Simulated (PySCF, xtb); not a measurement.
Au2H8S2Si4, SMILES [Au][S][SiH2][SiH2][SiH2][SiH2][S][Au], multiplicity 1.

GFN2-xTB (xtb) at its own geometry gives an orbital gap of 2.63 eV and a dipole moment of 0.92 D.

Coordinates come from a PBE0-D3(BJ)/def2-SVP optimisation. The multiplicity is an assumed one; other spin states were not compared. The def2 effective core potentials stand for the cores of Au; spin–orbit coupling is left out. One conformer was computed; it need not be the lowest.

Q: What does ωB97X/def2-SVP in PySCF give? (The exact figures need the calculation; the answer reports its results.)

A: gap 7.59 eV (levels -8.99 and -1.40 eV), dipole 0.01 D.
